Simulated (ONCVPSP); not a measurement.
# calcium (Ca), ONCV: configuration errors across variants

Ca, optimised norm-conserving Vanderbilt (ONCV), made with ONCVPSP 4.0.1 (PBEsol, scalar-relativistic). Core [Ne], reference 3s2 3p6 4s1.75 (charge +0.25). Waves: 3s+4s: rc 1.60 bohr, ncon 4, nbas 8, qcut 8.3 1/bohr, 3 projectors, debl 1.6 Ha; 3p: rc 1.80 bohr, ncon 4, nbas 7, qcut 6.2 1/bohr, 2 projectors, debl 3.9 Ha; d scattering state at 0.28 Ha: rc 1.90 bohr, ncon 5, nbas 8, qcut 4.2 1/bohr, 2 projectors, debl 2.3 Ha; f scattering state at 0.14 Ha: rc 1.55 bohr, ncon 4, nbas 8, qcut 6.5 1/bohr, 2 projectors, debl 3.8 Ha. Local part: polynomial inside 1.00 bohr (lpopt 4, dvloc0 0 Ha). Core correction: polynomial model core, fcfact 0.35.

In the d channel the program set the typed energies aside and used -0.126, 2.174 Ha.

All-electron excitation energies from the reference (eV): (1) 3s2 3p6 4s2 -1.094; (2) 3s2 3p6 4s1 5.211; (3) 3s2 3p6 4s0 16.892; (4) 3s2 3p6 3d1 4s0 6.532.

3 further variants failed, have other tests or too few solved ones, and are left out.

A true bound ghost makes a file unfit for plane-wave use even where its test errors are small: the radial tests pick states by their node count and pass the ghost by.

Errors AE − PS in meV (a dash: test not solved or not reliable):

```csv
change,(1),(2),(3),(4),bound ghosts,GHOST(+) flags above zero
base,0.0,-0.2,-0.7,+16,none,none
s: qcut 6.3; p: qcut 4.7; d: qcut 3.2; f: qcut 4.9,0.0,-0.3,-1.7,+14,p,s
s: qcut 7; p: qcut 5.3; d: qcut 3.6; f: qcut 5.5,0.0,-0.2,-1.2,+15,none,s
s: qcut 8.4,0.0,-0.2,-0.7,+16,none,none
s: qcut 9; p: qcut 6.7; d: qcut 4.5; f: qcut 7,0.0,-0.2,-0.6,+15,none,none
s: qcut 9.8; p: qcut 7.3; d: qcut 5; f: qcut 7.7,0.0,-0.1,-0.5,+14,none,s
s: qcut 10.7; p: qcut 8; d: qcut 5.4; f: qcut 8.4,0.0,-0.1,-0.3,+13,none,none
```

Q: Give the same row for: s: qcut 7.4; p: qcut 5.5; d: qcut 3.7; f: qcut 5.8.

A: 0.0, -0.2, -1.0, +16; bound ghosts: none; GHOST(+) flags above zero: s.
